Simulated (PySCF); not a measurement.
**C3H7FOSi: core ionisation energies**

Species: C3H7FOSi.
Z-matrix (Å and degrees, PBE0-D3(BJ)/def2-SVP geometry), rows numbered from 1:
```
F 
Si  1  1.6242
C   2  1.8741  1  111.90
C   3  1.5381  2  100.94  1   130.12
C   4  1.5314  3  107.72  2   -32.18
O   5  1.4186  4  108.49  3    41.41
H   2  1.4813  1  105.57  3  -132.72
H   3  1.0994  2  115.70  1  -107.49
H   3  1.1039  2  108.27  1    12.99
H   4  1.1016  3  112.82  2  -155.34
H   4  1.1031  3  109.38  2    85.66
H   5  1.1066  4  110.60  3   -78.96
H   5  1.1009  4  111.80  3   161.28
```

Level of theory: delta-SCF UKS SCAN, pcX-2 on the ionised atom, pcseg-1 elsewhere, spin-free X2C (PySCF). Binding energies are ΔSCF values: E(core-ionised, relaxed orbitals) − E(ground state) at a fixed geometry, referred to the vacuum level.

Question: Give the core binding energies atom by atom.

Answer: 
| atom(s) | bonded to | level | binding energy (eV) | 2p1/2 (eV) | above the level's lowest (eV) | count |
| --- | --- | --- | --- | --- | --- | --- |
| F1 | Si | F 1s | 692.18 | – | 0.00 | 1 |
| Si2 | F, O, C and H | Si 2p3/2 | 108.01 | 108.64 | 0.00 | 1 |
| Si2 | F, O, C and H | Si 1s | 1848.10 | – | 0.00 | 1 |
| C3 | C, 2 H and Si | C 1s | 290.57 | – | 0.00 | 1 |
| C4 | 2 C and 2 H | C 1s | 291.11 | – | +0.54 | 1 |
| C5 | O, C and 2 H | C 1s | 292.39 | – | +1.82 | 1 |
| O6 | C and Si | O 1s | 538.12 | – | 0.00 | 1 |

The listed C 1s values span 1.82 eV, from C3 (bonded to C, 2 H and Si) to C5 (bonded to O, C and 2 H).

Question: What is the C 1s shift of C4 against C5?

Answer: 291.11 − 292.39 = -1.28 eV, or -124 kJ/mol.

Question: Which effective nuclear charge Zeff reproduces each element's mean 1s value in the hydrogen-like formula E = 13.606 eV × Zeff²?

Answer: C (Z = 6): mean 291.4 eV, Zeff = 4.63, Z − Zeff = 1.37; O (Z = 8): mean 538.1 eV, Zeff = 6.29, Z − Zeff = 1.71; F (Z = 9): mean 692.2 eV, Zeff = 7.13, Z − Zeff = 1.87; Si (Z = 14): mean 1848.1 eV, Zeff = 11.65, Z − Zeff = 2.35. Means run over the listed sites, weighted by atom count.

The 2p values add to the ΔSCF energy of one spin-free hole a correction within the shell (spin–orbit coupling, ligand field). 2p1/2 minus 2p3/2 (ligand field included): Si 0.63 eV. Geometry: PBE0-D3(BJ)/def2-SVP, one conformer, isolated molecule.

Hardware: one thread of an Arm Neoverse V1, shared host with 32 logical CPUs at a one-minute load of 18.
